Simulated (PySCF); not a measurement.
Species: `O=C(Cl)[C@@H]1C[C@H]1C(=O)Cl`. The columns A, B, C and D hold Mulliken, IAO, Hirshfeld and ESP-fitted charges (e) of one PBE0/pcSseg-1 density (PySCF), in a shuffled order. Coordinates in Å (GFN2-xTB); the density's dipole moment is (0.45, 0.14, -2.21) D.

```tsv
atom	x	y	z	A	B	C	D
O1	-2.606	-0.116	-0.027	-0.361	-0.347	-0.196	-0.302
C2	-1.790	0.746	-0.035	+0.365	+0.365	+0.184	+0.349
Cl3	-2.262	2.434	0.157	-0.070	-0.112	-0.038	-0.100
C4	-0.334	0.604	-0.204	-0.181	-0.003	-0.049	-0.261
C5	0.158	-0.491	-1.105	-0.251	-0.306	-0.063	-0.063
C6	0.286	-0.666	0.376	-0.171	-0.060	-0.035	-0.252
C7	1.586	-0.600	1.058	+0.368	+0.400	+0.186	+0.363
O8	1.919	-1.210	2.018	-0.338	-0.351	-0.194	-0.283
Cl9	2.726	0.528	0.301	-0.098	-0.117	-0.025	-0.138
H10	0.243	1.515	-0.140	+0.186	+0.059	+0.041	+0.179
H11	-0.582	-1.098	-1.602	+0.181	+0.179	+0.067	+0.168
H12	1.053	-0.294	-1.675	+0.178	+0.152	+0.054	+0.168
H13	-0.400	-1.353	0.859	+0.193	+0.141	+0.067	+0.171
```

**Question.** Which column most likely holds the ESP-fitted charges?

**Answer.** B. Σ q r misses the density's dipole by 0.11 D (B), 0.83 D (A), 0.87 D (C), 0.99 D (D). Charges fitted to the outside potential are the only set here that is tied to the molecule's multipoles.

**Question.** And the Hirshfeld charges?

**Answer.** C. The mean sizes are 0.092 e (C), 0.199 e (B), 0.215 e (D), 0.226 e (A), and Hirshfeld charges are commonly the smallest of these schemes.

As computed, A = IAO, B = ESP-fitted, C = Hirshfeld, D = Mulliken. Hydrogens on carbon: IAO +0.18 to +0.19, ESP-fitted +0.06 to +0.18, Hirshfeld +0.04 to +0.07, Mulliken +0.17 to +0.18 e.

The ESP scheme fits charges at the nuclei, held to the total charge, to the electrostatic potential on points at 1.4 to 2.0 times the van der Waals radii. The IAO scheme projects the occupied orbitals on a minimal set of polarised atomic orbitals and counts the electrons in each atom's part of it.

Isolated species at its GFN2-xTB geometry (one conformer only).

Shape of the structure used: `[O:1]=[C:2]([Cl:3])[C@@H:4]1[CH2:5][C@H:6]1[C:7](=[O:8])[Cl:9]`: O1–C2–C4–C5 34°, C5–C6–C7–O8 -147°.
